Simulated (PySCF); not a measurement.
Compound: CH6B2FN.
SMILES: `NBCBF`

A linear-response calculation (PySCF, def2-SVPD basis, gas phase, vertical, core orbitals frozen in the response) gave these numbers; the functional is withheld.

Orbital energies (eV): HOMO-3 -10.22, HOMO-2 -9.19, HOMO-1 -8.63, HOMO -8.10, LUMO -1.04, LUMO+1 0.18, LUMO+2 0.65.

```json
{"state": "S1", "E (eV)": "5.91", "f": "0.031", "main configurations (H = HOMO, L = LUMO)": "H→L (84%), H-1→L (9%)"}
{"state": "S2", "E (eV)": "6.68", "f": "0.012", "main configurations (H = HOMO, L = LUMO)": "H-1→L (80%), H-2→L (12%)"}
{"state": "S3", "E (eV)": "7.03", "f": "0.065", "main configurations (H = HOMO, L = LUMO)": "H-2→L (78%)"}
{"state": "S4", "E (eV)": "7.31", "f": "0.026", "main configurations (H = HOMO, L = LUMO)": "H→L+1 (90%)"}
{"state": "S5", "E (eV)": "7.76", "f": "0.0090", "main configurations (H = HOMO, L = LUMO)": "H→L+2 (55%), H-1→L+1 (26%)"}
{"state": "S6", "E (eV)": "7.86", "f": "0.011", "main configurations (H = HOMO, L = LUMO)": "H-1→L+1 (62%), H→L+2 (25%)"}
```

Triplets (Tamm–Dancoff): T1 5.28 eV, H→L (94%); T2 5.84 eV, H-1→L (84%); T3 6.37 eV, H-2→L (82%); T4 7.04 eV, H→L+1 (80%), H-1→L+1 (12%).

Vertical ionisation energy by ΔSCF with the same functional: 10.37 eV. Mean static polarisability: 50.8 au.

Question: Which of these was used?
A. PBE
B. B3LYP
C. wB97X-D
D. HF

Answer: B. B3LYP is a global hybrid with 20% exact exchange. In this run −ε(HOMO) = 8.10 eV differs from the ΔSCF value by -2.28 eV, and S1 differs from the orbital gap of 7.06 eV by -1.14 eV. The ratio −ε(HOMO)/IP is 0.78. Usual ranges for neutral molecules in this basis: 0.67 to 0.83 with B3LYP, 0.5 to 0.7 with PBE, 0.89 to 0.99 with wB97X-D; Hartree–Fock can't fall below 1, since the ion's relaxation only lowers the ΔSCF value.

The calculation used TDDFT B3LYP/def2-SVPD, vertical, gas phase, core orbitals frozen in the response (PySCF 2.14.0, density-fitted response routines). One conformer (not necessarily the lowest) at the PBE0-D3(BJ)/def2-SVP geometry, without solvent, vibrations or thermal averaging.

The values belong to the conformer `[NH2:1][BH:2][CH2:3][BH:4][F:5]`: N1–B2–C3–B4 82°, B2–C3–B4–F5 -93°, H–N1–B2–C3 -179°, H–N1–B2–C3 1°.
